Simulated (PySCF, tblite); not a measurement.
Isomers of C5H10N2. Method: GFN2-xTB as coded in tblite; computed harmonic values from a numerical Hessian at the method's own geometry, unscaled. Against measured fundamentals such values can be off by several per cent, at times by over 20. One conformer each.

Electronic energies: PBE0-D3(BJ)/def2-SVP at its own geometries (PySCF, gas phase).

```json
{"SMILES": "CCN1CCC=N1", "electronic energy, lowest = 0 (kcal/mol)": "7.4"}
{"SMILES": "C=CN1CCCN1", "electronic energy, lowest = 0 (kcal/mol)": "22.0"}
{"SMILES": "CC1=NNC[C@H]1C", "electronic energy, lowest = 0 (kcal/mol)": "0.0"}
{"SMILES": "CN[C@H]1C=NCC1", "electronic energy, lowest = 0 (kcal/mol)": "2.6"}
```

Task: How do GFN2-xTB zero-point energies change the relative energies?

Result: 
```csv
SMILES,ZPE (kcal/mol),of it from modes above 1550 cm⁻¹,electronic (kcal/mol),"with ZPE, lowest = 0 (kcal/mol)",lowest mode (cm⁻¹),rings
CC1=NNC[C@H]1C,91.9,45.8,0.0,0.0,89,1
CN[C@H]1C=NCC1,92.2,45.7,2.6,3.0,44,1
CCN1CCC=N1,91.9,45.3,7.4,7.4,70,1
C=CN1CCCN1,91.9,45.8,22.0,22.0,61,1
```

The zero-point energies span 0.3 kcal/mol, from `CC1=NNC[C@H]1C` to `CN[C@H]1C=NCC1`. The order is unchanged.

Task: And how do the electronic energies of GFN2-xTB itself compare?

Result: `CC1=NNC[C@H]1C` 0.0; `CN[C@H]1C=NCC1` 1.7; `CCN1CCC=N1` 1.0; `C=CN1CCCN1` 18.3 kcal/mol, lowest = 0. Against the energies above, taken from the same isomer `CC1=NNC[C@H]1C`, the largest difference is 6.4 kcal/mol. The two levels were optimised apart and needn't hold the same conformer.

Task: What do entropy and thermal enthalpy add at 298.15 K and 1 bar (rigid rotor, harmonic oscillator, one conformer each)?

Result: 
| SMILES | point group | symmetry number | S (cal/(mol K)) | H − H(0) (kcal/mol) | ZPE + H − H(0) − TS (kcal/mol) |
| --- | --- | --- | --- | --- | --- |
| CC1=NNC[C@H]1C | C1 | 1 | 84.0 | 5.30 | 72.1 |
| CN[C@H]1C=NCC1 | C1 | 1 | 84.7 | 5.15 | 72.1 |
| CCN1CCC=N1 | C1 | 1 | 84.1 | 5.18 | 72.0 |
| C=CN1CCCN1 | C1 | 1 | 83.4 | 5.10 | 72.1 |
